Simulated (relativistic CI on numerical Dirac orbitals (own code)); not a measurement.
**One change at a time: Te¹²⁺**

Base calculation: Dirac-Coulomb-Breit CI, KLI orbitals optimised for each configuration, model QED, unscaled Slater integrals.

CI space (outside the closed core [Ar] 3d10): 4s²4p⁶4d⁴, 4s²4p⁵4d⁵, 4s²4p⁶4d³4f, 4s²4p⁶4d³5s, 4s4p⁶4d⁵, 4s²4p⁶4d³5p, 4s²4p⁶4d²4f5s, 4s²4p⁶4d³5d, 4s4p⁶4d⁴4f, 4s²4p⁶4d²5s5p, 4s²4p⁶4d³6s, 4s²4p⁶4d²5s², 4s²4p⁶4d4f5s², 4s²4p⁶4d5s²5p, 4s²4p⁶4d5s²5d, 4p⁶4d⁶, 4p⁵4d⁷, 4s²4p⁶4d²5p², 4s²4p⁶4d4f5p², 4s²4p⁶4d5s5p², 4s²4p⁶4d5p³, 4s²4p⁶4d5p²5d. Double excitations out of closed p, d and f shells are left out; levels of such configurations are missing from the list, as are those of other unlisted configurations, and high levels can miss mixing partners.

Variants: (1) valence Slater integrals scaled by 0.9; (2) QED terms removed; (3) only the first configuration. Shifts of the energy above 4s²4p⁶4d⁴ ⁵D0, in cm⁻¹, for the lowest level and the first level of each name with at least 55 % of one term (blank where a level changes its place among those of its configuration and J or its character, or is not in the variant):

| Level | Base | Δ(1) | Δ(2) | Δ(3) |
| --- | --- | --- | --- | --- |
| 4s²4p⁶4d⁴ ⁵D0 | 0 | 0 | 0 | 0 |
| 4s²4p⁶4d⁴ ⁵D1 | 4475 | +452 | -26 | -119 |
| 4s²4p⁶4d⁴ ⁵D2 | 9386 | +604 | -45 | -136 |
| 4s²4p⁶4d⁴ ⁵D3 | 13998 | +530 | -57 | -112 |
| 4s²4p⁶4d⁴ ⁵D4 | 18140 | +240 | -61 | -90 |
| 4s²4p⁶4d⁴ ³P0 | 33594 | -2211 | -26 | +931 |
| 4s²4p⁶4d⁴ ³H4 | 37331 | -2693 | -29 | -275 |
| 4s²4p⁶4d⁴ ³G3 | 44371 | -3010 | -38 | +455 |
| 4s²4p⁶4d⁴ ³H5 | 44999 | -2666 | -55 | -615 |
| 4s²4p⁶4d⁴ ³P1 | 45294 | -2548 | -54 | +587 |
| 4s²4p⁶4d⁴ ³F2 | 46531 | -3147 | -41 | +512 |
| 4s²4p⁶4d⁴ ³H6 | 48949 | -2857 | -63 | -880 |
| 4s²4p⁶4d⁴ ³P2 | 55694 | -3261 | -62 | +1153 |
| 4s²4p⁶4d⁴ ³F3 | 58228 | -3148 | -76 | +675 |
| 4s²4p⁶4d⁴ ³D3 | 61892 | -3788 | -58 | +2052 |
| 4s²4p⁶4d⁴ ³G5 | 63261 | -2980 | -96 | +235 |
| 4s²4p⁶4d⁴ ³D1 | 68074 | -3688 | -80 | +2210 |
| 4s²4p⁶4d⁴ ¹I6 | 68952 | -3885 | -90 | -896 |
| 4s²4p⁶4d⁴ ¹G4 | 76740 | -3829 | -108 | +1279 |
| 4s²4p⁶4d⁴ ¹S0 | 77327 | -4092 | -88 | +4077 |
| 4s²4p⁶4d⁴ ¹F3 | 87105 | -5795 | -77 | +1513 |
| 4s²4p⁵4d⁵ ⁷P°4 | 550677 | +12183 | +99 |  |

At this charge energies of transitions that change n are usually good to better than 1 %, and those within a shell (Δn = 0) to a few per cent. Terms inside the open d or f shell come out 10 to 20 % too wide with unscaled integrals. Levels and lines within the n = 5 or 6 shells can be off by up to 10 % or somewhat more, and those that change n by about 2 %, since core polarisation is missing.

Ionisation energy from the two ground configurations alone: base 271.844 eV; valence Slater integrals scaled by 0.9 271.688 eV. The NIST ASD value (theoretical) is 272 eV.

LS names give the leading component of a level, which can be under half, so a name can repeat, a term be missing and a line seem to break the LS rules.
